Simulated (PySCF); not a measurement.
CH₃BeBrS. Atoms are numbered in the order given.

```xyz
7

Be     0.3174     0.2188     0.0000
Br    -0.0716    -1.7042     0.0000
S      0.6983     2.0743     0.0000
C     -0.9931     2.7855     0.0000
H     -1.5528     2.4976     0.8995
H     -0.8699     3.8765     0.0000
H     -1.5528     2.4976    -0.8995
```
Charge 0, spin multiplicity 1.

The structure is a stationary point at PBE0-D3(BJ)/def2-SVP. One conformer was computed; it need not be the lowest.

These are PBE0-D3(BJ)/def2-SVP in PySCF values and carry that method's errors.

Frequencies are harmonic and unscaled.

```
mode  ν (cm⁻¹)  IR (km/mol)  Raman (Å⁴/amu)  depolarisation  moving atoms (share of kinetic energy)
----  --------  -----------  --------------  --------------  --------------------------------------
1           64          0.0             0.0               –                                  H 97 %
2           85          4.0             2.6            0.65        C 48 %, H 21 %, Be 13 %, Br 12 %
3          219         18.4             0.5            0.75                                 Be 90 %
4          283          8.2             4.6            0.14                Be 36 %, S 35 %, Br 24 %
5          335          9.2             1.0            0.03                 Be 46 %, S 38 %, Br 9 %
6          716          5.2            14.9            0.22                   C 60 %, S 30 %, H 9 %
7          958          7.1             3.5            0.75                          H 85 %, C 14 %
8          973         26.1             3.2            0.62                          H 82 %, C 15 %
9         1039        336.5             0.2            0.16                                 Be 88 %
10        1337          8.5             2.4            0.74                          H 87 %, C 13 %
11        1453          9.7            10.3            0.75                                  H 96 %
12        1457          8.9            17.1            0.75                                  H 95 %
13        3077         17.6           132.6            0.02                                  H 98 %
14        3194          0.5            95.2            0.69                          H 90 %, C 10 %
15        3195          1.1            54.3            0.75                          H 90 %, C 10 %
```
